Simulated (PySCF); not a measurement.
Species: CH₁₀N₂OSi₂.
Cartesian coordinates in Å at the GFN2-xTB level; atoms count from 1:
```xyz
16
CH10N2OSi2 angstrom
C     -2.610    0.160   -0.086
N     -1.215    0.512   -0.183
Si    -0.031   -0.085    0.905
N     -0.112   -1.799    0.775
O      1.358    0.635    0.444
Si     2.816    0.784   -0.215
H     -3.087    0.241   -1.065
H     -2.681   -0.868    0.258
H     -3.157    0.795    0.619
H     -1.088    1.457   -0.513
H     -0.134    0.231    2.328
H      0.552   -2.353    1.289
H     -0.268   -2.203   -0.135
H      3.746   -0.056    0.544
H      3.141    2.204   -0.096
H      2.762    0.353   -1.613
```

Level of theory: PySCF, TDDFT CAM-B3LYP/def2-SVPD, vertical, gas phase, core orbitals frozen in the response.

Transition dipole moments from the ground state, in atomic units and in the frame of the coordinates above (overall signs are arbitrary), for the states with f of 0.002 or more among the lowest 7:

```csv
state,E (eV),μx,μy,μz
S1,6.265,-0.044,-0.115,-0.071
S2,6.897,0.355,0.181,-0.240
S3,7.074,0.451,-0.136,-0.132
S4,7.290,-0.407,0.108,-0.163
S5,7.624,-0.036,-0.055,-0.080
S6,7.718,0.245,-0.048,-0.052
S7,7.761,0.278,-0.110,-0.078
```

(1) What oscillator strength does each state have?

(2) Which bond between heavy atoms lies closest to the direction of the S3 transition dipole?

(3) What angle do the transition dipoles of S2 and S6 make?

(4) What peak molar absorption coefficient would the strongest computed level give as a lone Gaussian band 0.5 eV wide at half height?

Answers

(1) f = (2/3) ΔE |μ|² with ΔE in hartree (27.2114 eV).

```json
{"state": "S1", "|μ|² (au)": "0.020", "|μ| (D)": "0.36", "f": "0.003"}
{"state": "S2", "|μ|² (au)": "0.216", "|μ| (D)": "1.18", "f": "0.037"}
{"state": "S3", "|μ|² (au)": "0.239", "|μ| (D)": "1.24", "f": "0.041"}
{"state": "S4", "|μ|² (au)": "0.204", "|μ| (D)": "1.15", "f": "0.036"}
{"state": "S5", "|μ|² (au)": "0.011", "|μ| (D)": "0.26", "f": "0.002"}
{"state": "S6", "|μ|² (au)": "0.065", "|μ| (D)": "0.65", "f": "0.012"}
{"state": "S7", "|μ|² (au)": "0.095", "|μ| (D)": "0.79", "f": "0.018"}
```

(2) O5–Si6, at 23° from it; next C1–N2 at 33°.

(3) |cos θ| = |μa·μb| / (|μa| |μb|) = 0.76, so θ ≈ 40° (taken between 0 and 90°, since the signs are arbitrary).

(4) ε(max) = 2.175×10⁸ f / FWHM, with the width in cm⁻¹. S3: 2.175×10⁸ × 0.0414 / 4033 ≈ 2200 L mol⁻¹ cm⁻¹.

One conformer stands for the species.

Without π bonds the low states may be Rydberg-like; a valence basis with one diffuse set may place them up to an eV too high.
